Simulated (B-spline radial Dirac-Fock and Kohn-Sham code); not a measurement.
**Internal conversion coefficients of Kr at 500 keV**

Z = 36 (krypton), transition energy 500 keV. Model: a Dirac-Hartree-Slater potential of the neutral atom with a Latter tail (no hole, which puts coefficients of high multipoles low close above an edge), finite nucleus with surface currents. Program: a radial finite-basis atomic code. Subshells that would emit electrons below 1 keV are left out.

Input file task.json (cfg lists n, l and occupation; rrms is the nuclear radius in fm):

```json
{"items": [{
  "Z": 36,
  "q": 0,
  "cfg": [[1, 0, 2], [2, 0, 2], [2, 1, 6], [3, 0, 2], [3, 1, 6], [3, 2, 10], [4, 0, 2], [4, 1, 6]],
  "A": 84,
  "rrms": 4.1884,
  "do": "conversion",
  "gamma": [500],
  "edges": {"K": 14326.0, "L1": 1921.0, "L2": 1730.9, "L3": 1678.4, "M1": 292.8, "M2": 222.2, "M3": 214.4, "M4": 95.0, "M5": 93.8}
}]}
```

Run with: `python xray2_run.py task.json out`

| subshell | electron energy (keV) | E1 | E2 | E5 | M1 | M5 |
| --- | --- | --- | --- | --- | --- | --- |
| K | 485.67 | 0.000868 | 0.00284 | 0.0629 | 0.00191 | 0.151 |
| L1 | 498.08 | 8.82e-05 | 0.000288 | 0.00642 | 0.000199 | 0.0177 |
| L2 | 498.27 | 1.47e-06 | 1.40e-05 | 0.00270 | 4.26e-06 | 0.00202 |
| L3 | 498.32 | 2.52e-06 | 1.35e-05 | 0.00140 | 1.95e-06 | 0.00244 |
| M1 | 499.71 | 1.45e-05 | 4.75e-05 | 0.00106 | 3.29e-05 | 0.00297 |
| M2 | 499.78 | 2.49e-07 | 2.37e-06 | 0.000462 | 7.24e-07 | 0.000346 |
| M3 | 499.79 | 4.26e-07 | 2.29e-06 | 0.000238 | 3.30e-07 | 0.000420 |
| M4 | 499.90 | 5.00e-10 | 2.45e-09 | 1.44e-06 | 4.60e-10 | 1.99e-06 |
| M5 | 499.91 | 8.78e-10 | 2.92e-09 | 7.44e-07 | 6.44e-10 | 8.20e-07 |
| total |  | 0.000977 | 0.00321 | 0.0754 | 0.00215 | 0.178 |

Q: For a pure E5 transition, what fraction of decays emits a photon?

A: 1/(1 + α) = 0.930 with the total α = 0.0754; the total includes the outer subshells that are not listed.

Values without a named source are computed, but for edge energies of neutral atoms, which are taken from tables.
